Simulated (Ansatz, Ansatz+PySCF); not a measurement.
```xyz
12

C     0.0000    0.0037   -0.6149
C     0.0000   -0.0037    0.6149
C     0.0000    1.1274   -1.4050
C     0.0000   -1.1274    1.4050
H     0.0000   -0.8843   -1.0984
H     0.0000    0.8843    1.0984
H     0.0000    1.9744   -0.8505
H     0.8124    1.1514   -2.0131
H    -0.8124    1.1514   -2.0131
H     0.0000   -1.9744    0.8505
H     0.8124   -1.1514    2.0131
H    -0.8124   -1.1514    2.0131
```

Basis set: def2-SVP (spherical functions). Left uncorrelated: 4 orbitals. Charge 0, multiplicity 1.

Computed with Ansatz (development build ahead of 0.2.0); each method stands on the lowest determinant of its kind that the runs found. Restricted open shells among the atoms or ions are ROHF, correlated in semicanonical orbitals with singles.

The atomization energy at this shape (free ground-state atoms in the same class of orbitals less the molecule, no zero-point energy) of singlet C4H8:

```csv
method,atomization energy
RHF-MP2,46.22 eV
UHF-MP2,46.19 eV
UHF,36.65 eV
```

(1) What does RHF give?

## Answers

(1) 37.09 eV. Caution: the shape is not the minimum.
